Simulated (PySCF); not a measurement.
## Diatomics of F with group 15

PBE0 with triple-zeta basis sets in PySCF, for the lowest determinant that a PBE0 search found; no spin–orbit coupling. De refers to high-spin ground-configuration atoms. A positive dipole means M(−)F(+).

```tsv
M	basis	state (unpaired electrons)	Re (Å)	ωe (cm⁻¹)	De (eV)	μ (D)
P	def2-TZVPPD	triplet (π ↑↑)	1.595	855	4.72	-0.75
As	def2-TZVPP	triplet (π ↑↑)	1.741	695	4.20	-1.65
Sb	def2-TZVPP	triplet (π ↑↑)	1.920	614	4.08	-2.40
Bi	x2c-TZVPPall	triplet (π ↑↑)	2.020	561	n/a	-3.18
```

The shortest bond is that of PF (1.595 Å), the longest that of BiF (2.020 Å).

The rows differ in basis set, which adds steps of its own.

Down a group the atoms grow and get heavier, so bonds lengthen and wavenumbers fall; this series shows no clear exception.

Spin–orbit coupling is left out, which matters for elements this heavy, above all for dissociation energies. States were picked by a PBE0 search and need not be the measured ground states.
